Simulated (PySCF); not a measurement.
Sn(OH)3(SH) (H4O3SSn), SMILES [SH][Sn]([OH])([OH])[OH]. Atoms are numbered in the order given.

```xyz
9

O     -0.6229     1.3656    -1.4530
Sn    -0.2069     0.0263    -0.0730
O     -1.5224     0.4559     1.3345
O     -0.4575    -1.7481    -0.8927
S      2.0334    -0.0650     0.7596
H     -1.1555     2.0802    -1.0808
H     -1.3240     0.0058     2.1646
H     -1.1090    -1.7118    -1.6046
H      2.2208    -1.2359     0.1076
```

Geometry optimised at PBE0-D3(BJ)/def2-SVP. The def2 effective core potentials stand for the cores of Sn; spin–orbit coupling is left out. The values are those of a single conformer.

Calculation: PySCF with PBE0/def2-TZVP.

Gas-phase values at a fixed geometry.

* **total energy**: -840.40092 hartree
* **highest occupied level**: -8.00 eV
* **lowest empty level**: -1.86 eV
* **orbital gap**: 6.14 eV
* **dipole moment**: 0.79 D
* **quadrupole, principal values (traceless, Buckingham form, about the centre of nuclear charge)**: -4.09, 1.26, 2.82 D·Å
* **mean static polarisability**: 66.0 bohr³ (9.79 Å³)
* **polarisability, principal values**: 57.4, 61.4, 79.4 bohr³
